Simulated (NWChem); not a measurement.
# CH$_{5}$BClNO; SMILES COB(N)Cl

```xyz
10

B      0.1857    -0.0939     0.0000
Cl    -0.3858    -1.7806     0.0000
O     -0.7692     0.8693     0.0000
C     -0.4357     2.2280     0.0000
H      0.1463     2.5092    -0.8967
H     -1.3645     2.8159     0.0000
H      0.1463     2.5092     0.8967
N      1.5664     0.1530     0.0000
H      2.2401    -0.5990     0.0000
H      1.9722     1.0782     0.0000
```
Atoms are numbered in this order, from 1.

Results from NWChem. Pople sets run with spherical d functions. Geometry: optimised at PBE0/def2-SVP. Core excitations by TDA in a window of 1s orbitals, non-relativistic and unshifted: absolute energies depend strongly on the exact-exchange share.

For level N K edge, B3LYP/6-311G**:

| Item | Result |
|---|---|
| first 1s excitation (eV) | 388.7 |
| dipole oscillator strength of the first | 0.0059 |
| first state with f > 0.002 (eV) | 388.7 |
| dipole oscillator strength of that state | 0.0059 |

**Question.** How do the values read with level O K edge, PBE0/6-311G** instead?

**Answer.** 
* **first 1s excitation (eV)**: 522.1
* **dipole oscillator strength of the first**: 0.0139
* **first state with f > 0.002 (eV)**: 522.1
* **dipole oscillator strength of that state**: 0.0139
